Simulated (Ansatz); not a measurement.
Geometry optimisation, RKS B3LYP-D4/STO-3G (Ansatz 0.2.0).

Input file:

```yaml
crystal:
  periodic: [false, false, false]
  atoms:
    - { symbol: O, position_ang: [1.1767, -1.4908, -1.4619] }
    - { symbol: Si, position_ang: [0.347, -1.0965, -0.0614] }
    - { symbol: F, position_ang: [0.2203, -2.434, 0.782] }
    - { symbol: C, position_ang: [-1.2674, -0.2683, -0.2345] }
    - { symbol: Si, position_ang: [-0.6106, 1.4723, -0.1776] }
    - { symbol: Si, position_ang: [1.1503, 0.7183, 1.0664] }
    - { symbol: H, position_ang: [1.2017, -2.3887, -1.6892] }
    - { symbol: H, position_ang: [-1.8272, -0.4856, -1.1701] }
    - { symbol: H, position_ang: [-2.0063, -0.4717, 0.6513] }
    - { symbol: H, position_ang: [-1.4884, 2.4372, 0.5864] }
    - { symbol: H, position_ang: [-0.2289, 1.9844, -1.4803] }
    - { symbol: H, position_ang: [0.9174, 0.7242, 2.5562] }
    - { symbol: H, position_ang: [2.4358, 1.2644, 0.6476] }
basis:
  gaussian: { orbitals: STO-3G }
hamiltonian:
  xc: b3lyp
  dispersion: d4
relax:
  f_tol: 0.02
  max_steps: 40
scf:
  lower_state_search: "off"
output:
  orbitals: {}
```

Run as:

```bash
$ ansatz run input.yaml --threads 1 --pin off --max-ram 2048MiB --backend cpu --events-out ev --progress --plain --runs-dir out
```

Question: Where does it end, and by what steps?

Answer: It converged. Limits of this set-up: minimal basis. After 13 steps the energy has fallen by 1.066 eV; H11 moved furthest, 0.61 Å.

```tsv
step	energy less start (eV)	largest force component (eV/Å)	accepted
0	0.0000	6.262	yes
1	-0.8374	1.126	yes
2	-0.9638	0.716	yes
3	-1.0040	0.491	yes
4	-1.0179	0.286	yes
5	-1.0358	0.355	yes
6	-1.0435	0.436	yes
7	-1.0577	0.112	yes
8	-1.0516	0.567	no
9	-1.0614	0.052	yes
10	-1.0628	0.137	yes
11	-1.0634	0.115	yes
12	-1.0656	0.048	yes
13	-1.0660	0.012	yes
```

```xyz
13
Properties=species:S:1:pos:R:3
O 1.366 -1.774 -1.171
Si 0.402 -1.156 0.106
F 0.034 -2.419 1.094
C -1.182 -0.246 -0.468
Si -0.700 1.534 0.016
Si 1.224 0.788 0.953
H 0.785 -2.503 -1.597
H -1.388 -0.363 -1.539
H -2.075 -0.594 0.068
H -1.668 2.155 0.896
H -0.547 2.382 -1.146
H 1.300 0.878 2.395
H 2.469 1.283 0.408
```

Time of the run: 110 s on 1 thread of Intel(R) Xeon(R) Processor @ 2.50GHz (Skylake/Cascade Lake) (shared host), peak memory 0.16 GiB.
